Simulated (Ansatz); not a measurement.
`S[SiH2][SiH2]CCl` + H₂ → `[SiH3][SiH2]S` + `CCl`  (hydrogenolysis of the Si–C bond)

Gas-phase electronic energies from Ansatz, PBE0-D4/def2-TZVP geometries. CCSD(T)/CBS is the MP2 limit (def2-TZVPP, def2-QZVPP) plus CCSD(T) − MP2 in def2-TZVPP, frozen cores. This one scheme is used for every species. DFT in def2-TZVPP. B3LYP here is the variant with VWN-RPA as its local correlation; programs differ in this. One conformer a species, not always the lowest.

`S[SiH2][SiH2]CCl`:

```xyz
12

S     2.979   -1.204    0.763
Si    1.632    0.136   -0.233
Si   -0.582   -0.501    0.200
C    -1.806    0.726   -0.549
Cl   -3.482    0.231   -0.178
H     2.412   -1.053    1.972
H     1.868    1.551    0.168
H     1.972    0.000   -1.673
H    -0.781   -0.541    1.674
H    -0.832   -1.852   -0.363
H    -1.714    0.775   -1.634
H    -1.666    1.731   -0.147
```

H₂:

```xyz
2

H     0.217   -0.202   -0.226
H    -0.217    0.202    0.226
```

`[SiH3][SiH2]S`:

```xyz
9

Si   -1.284    0.043   -0.869
Si    0.836   -0.152    0.098
S     0.614    0.431    2.148
H    -2.248   -0.842   -0.165
H    -1.214   -0.356   -2.301
H    -1.756    1.449   -0.779
H     1.332   -1.552   -0.004
H     1.814    0.727   -0.599
H     1.906    0.251    2.471
```

`CCl`:

Z-matrix (Å, degrees):
```
C
Cl 1 1.773
H 1 1.088 2 108.6
H 1 1.087 2 108.7 3 -120.0
H 1 1.088 2 108.7 3 120.0
```

```
             level  ΔE (kJ/mol)  difference from CCSD(T)/CBS
         r2SCAN-D4        -29.7                          0.8
          B3LYP-D4        -32.8                         -2.3
           ωB97X-V        -35.4                         -4.9
           ωB97M-V        -32.1                         -1.6
            B2PLYP        -38.6                         -8.1
     HF/def2-TZVPP        -61.1                        -30.6
    MP2/def2-TZVPP        -27.2                          3.3
SCS-MP2/def2-TZVPP        -34.2                         -3.7
   CCSD/def2-TZVPP        -39.4                         -8.9
CCSD(T)/def2-TZVPP        -33.7                         -3.2
     HF/def2-QZVPP        -61.1                        -30.6
    MP2/def2-QZVPP        -25.3                          5.2
SCS-MP2/def2-QZVPP        -32.5                         -2.0
      HF/CBS(def2)        -61.1                        -30.6
     MP2/CBS(def2)        -24.0                          6.5
    CCSD/CBS(def2)        -36.2                         -5.7
       CCSD(T)/CBS        -30.5                            0
```

Largest T1 diagnostic among the species: 0.012.

From PBE to PBE0 (25 % exact exchange), in def2-TZVPP and without D4, ΔE moves by −4.4 kJ/mol. The D4 term adds +12.0 kJ/mol with B3LYP and +6.8 kJ/mol with PBE0; it sums over pairs of atoms, weighted by their polarisabilities, and B3LYP, whose exchange is more repulsive, gets the larger term.
